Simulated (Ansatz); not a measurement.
Constitutional and geometric isomers with formula C3H4S. Gas-phase values, no solvent. One relaxed conformer stands for each flexible species; it need not be the lowest. Strings in code marks are SMILES.

Quantity: electronic energy of isomers of C3H4S relative to `C=CC=S` (C–C–C–S torsion 180°), in kcal/mol. The restricted reference of `C=CC=S` is unstable towards unrestricted orbitals.

A: `C#CCS`
B: `C=C=CS`
C: `SC1C=C1` (H–S–C–C torsion 152°)
D: `SC1=CC1` (H–S–C–C torsion 180°)
E: `CC#CS`

Question: Put the candidates in order of electronic energy of isomers of C3H4S relative to `C=CC=S` (C–C–C–S torsion 180°), lowest first, for frozen-core MP2/cc-pVTZ // PBE0-D3(BJ)/def2-TZVP (Ansatz, an electronic-structure program).

Answer: E (12.4 kcal/mol), A (17.1 kcal/mol), B (17.9 kcal/mol), D (31.8 kcal/mol), C (35.0 kcal/mol)
